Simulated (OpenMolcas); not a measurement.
Ru4+ (d4) in a complex was computed by CASSCF with the d shell active (OpenMolcas, ANO-RCC-VDZP on the metal). Its lowest spin-free states, and all those of the highest spin:

```tsv
2S+1	Degeneracy	E (cm-1)
5	1	0.0
3	1	14753
3	1	15534
3	2	16127
3	2	16938
3	1	16967
3	1	17359
3	1	20902
1	1	21101
3	2	21332
1	2	21361
1	1	21522
5	1	30549
5	2	36743
5	1	40333
```

Task: Is the site octahedral, tetrahedral or cube-like, axial, or of lower symmetry?

Result: The states with 2S+1 = 5 have orbital degeneracies 1, 1, 2, 1. There are pairs but no triples, so the site is axial: not cubic, but with a proper or improper axis of order three or more. The run had Ru4+ with 5 ligands (oxide, bromide on the axis) in square pyramidal coordination (C4v) at 2 Å, the axial distance 2.554 Å. A charge of +1 e stands 3.2 Å behind each ligand. Ligand basis ANO-RCC-VDZP.

Without dynamic correlation the repulsion within the d shell is too large (B by tens of per cent), so at a given field states of lower spin stand too high. This shell can be high or low spin here, a state of another spin lies low, and with metal d orbitals alone active their balance is uncertain, so the ground spin may be wrong. The least metal-like active orbital is 68 % on the metal (Löwdin) and no ligand orbital is active, so the numbers are rough, and ground spin, moment and any spin crossover can be artefacts of this space; highly charged d ions in such sites are as a rule low spin. The oxide ions are held by bare point charges, a crude embedding. With metal d orbitals alone the field can be off either way by tens of per cent. Ligand-to-metal charge-transfer states are missing. With no ligand orbital active B as a rule stays too high, so bands that hang on it stand too high and its fall with covalency is understated. The distance lies 4 % over the 1.93 Å that this model takes as the normal distance (a Shannon-type radius plus a fixed donor radius); by an R⁻⁵ law this alone changes a d-shell field by about -16 %. No measured value stands beside these numbers; the geometry is a model, was not optimised and need not be the one that this ion takes.
